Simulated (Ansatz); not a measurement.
Reaction (formal exchange of groups at a C–C bond): `CC([SiH3])CF` + `B[SiH2]N=C` → `B[SiH](C)N=C` + `FCC[SiH3]`

Computed with Ansatz on PBE0-D4/def2-TZVP structures; ΔE is electronic, products minus reactants. CCSD(T)/CBS is the MP2 limit (def2-TZVPP, def2-QZVPP) plus CCSD(T) − MP2 in def2-TZVPP, frozen cores. Functionals use def2-TZVPP. B3LYP here is the variant with VWN-RPA as its local correlation; programs differ in this. Each species was taken in one conformer, which may not be the lowest.

```json
{"level": "PBE0-D4", "ΔE (kJ/mol)": "-48.0", "difference from CCSD(T)/CBS": "-1.1"}
{"level": "B3LYP-D4", "ΔE (kJ/mol)": "-47.6", "difference from CCSD(T)/CBS": "-0.7"}
{"level": "ωB97X-V", "ΔE (kJ/mol)": "-45.4", "difference from CCSD(T)/CBS": "1.5"}
{"level": "B2PLYP", "ΔE (kJ/mol)": "-48.5", "difference from CCSD(T)/CBS": "-1.6"}
{"level": "PBE", "ΔE (kJ/mol)": "-48.7", "difference from CCSD(T)/CBS": "-1.8"}
{"level": "r2SCAN", "ΔE (kJ/mol)": "-50.0", "difference from CCSD(T)/CBS": "-3.1"}
{"level": "PBE0", "ΔE (kJ/mol)": "-49.0", "difference from CCSD(T)/CBS": "-2.1"}
{"level": "HF/def2-TZVPP", "ΔE (kJ/mol)": "-47.3", "difference from CCSD(T)/CBS": "-0.4"}
{"level": "SCS-MP2/def2-TZVPP", "ΔE (kJ/mol)": "-44.8", "difference from CCSD(T)/CBS": "2.1"}
{"level": "CCSD/def2-TZVPP", "ΔE (kJ/mol)": "-45.4", "difference from CCSD(T)/CBS": "1.5"}
{"level": "HF/def2-QZVPP", "ΔE (kJ/mol)": "-47.6", "difference from CCSD(T)/CBS": "-0.7"}
{"level": "MP2/def2-QZVPP", "ΔE (kJ/mol)": "-47.8", "difference from CCSD(T)/CBS": "-0.9"}
{"level": "SCS-MP2/def2-QZVPP", "ΔE (kJ/mol)": "-46.2", "difference from CCSD(T)/CBS": "0.7"}
{"level": "HF/CBS(def2)", "ΔE (kJ/mol)": "-47.6", "difference from CCSD(T)/CBS": "-0.7"}
{"level": "MP2/CBS(def2)", "ΔE (kJ/mol)": "-48.6", "difference from CCSD(T)/CBS": "-1.7"}
{"level": "CCSD/CBS(def2)", "ΔE (kJ/mol)": "-47.3", "difference from CCSD(T)/CBS": "-0.4"}
{"level": "CCSD(T)/CBS", "ΔE (kJ/mol)": "-46.9", "difference from CCSD(T)/CBS": "0"}
```

Largest T1 diagnostic among the species: 0.013.

CCSD(T)/CBS has its own doubt, a few kJ/mol and more with outer-core shells, so smaller differences from it don't rank the levels.
